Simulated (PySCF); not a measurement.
AsF2, SMILES F[As]F, multiplicity 2.

Geometry: B3LYP-D3(BJ)/def2-TZVP. The isomer is the one that the SMILES or the coordinates give; other isomers of the formula were not compared.

Two levels are set side by side: PBE/def2-TZVPD (PySCF) and CAM-B3LYP/def2-TZVPD (PySCF). Same geometry, gas phase. Differences are taken from unrounded values.

```json
[
 {"quantity": "α-spin orbital gap (eV)", "CAM-B3LYP": "7.67"},
 {"quantity": "β-spin orbital gap (eV)", "CAM-B3LYP": "9.93"},
 {"quantity": "dipole moment (D)", "CAM-B3LYP": "2.35"},
 {"quantity": "mean polarisability (bohr³)", "CAM-B3LYP": "29.9"}
]
```

Q: What does PBE give, and how far is it from CAM-B3LYP? (An estimate is asked for; the answer gives what the named calculation found.)

A: 
```tsv
quantity	PBE	PBE minus CAM-B3LYP
α-spin orbital gap (eV)	3.06	-4.60
β-spin orbital gap (eV)	5.20	-4.72
dipole moment (D)	2.03	-0.33
mean polarisability (bohr³)	31.8	1.9
```

Loosely held outer electrons make PBE densities more polarisable. Differences between two approximate levels are no errors against the true value.

Rough cost on one machine, each run with all the roots and properties that it gave: CAM-B3LYP against PBE within a factor of 2.
